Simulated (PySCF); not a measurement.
[La(H2S)]3+ relaxed at several levels

Computed with PySCF 2.14.0, def2-SVP on the ligands, density fitting, scalar-relativistic core potentials, no spin-orbit coupling, vacuum. Each row is relaxed at its own level from the same template. Distances are means of the shortest metal–ligand contacts, charges and spins Mulliken's; removal energies are rigid, with the ligand's formal charge and no counterpoise, so too large; for an anion taken off a cation in vacuum most of it is the attraction of opposite charges, and multiply charged cations can part far more cheaply with an electron moved from ligand to metal. lcecp potentials hold a fixed number of 4f electrons in the core, out of states, spins and gaps.

| level | basis on the metal | point group | M–H2S (Å) | charge on M (e) | removal of one H2S (eV) | strongest infrared band, degenerate modes summed (cm⁻¹) | unstable modes (below −25 cm⁻¹) |
| --- | --- | --- | --- | --- | --- | --- | --- |
| B3LYP | lcecp-1-SVP with ECP46 | Cs | 2.944 | 2.40 | 3.97 | 2494 | 0 |

Question: What does the calculation give for BP86, lcecp-1-SVP with ECP46?

Answer: point group: Cs, M–H2S (Å): 2.938, charge on M (e): 2.37, removal of one H2S (eV): 4.15, strongest infrared band, degenerate modes summed (cm⁻¹): 2409, unstable modes (below −25 cm⁻¹): 0.
```xyz
4

La    0.0000   -0.0009   -0.5597
S     0.0000   -0.0103    2.3786
H     1.0482    0.7382    2.9039
H    -1.0482    0.7382    2.9039
```

One start shape was tried for each, so a minimum needn't be the lowest isomer.
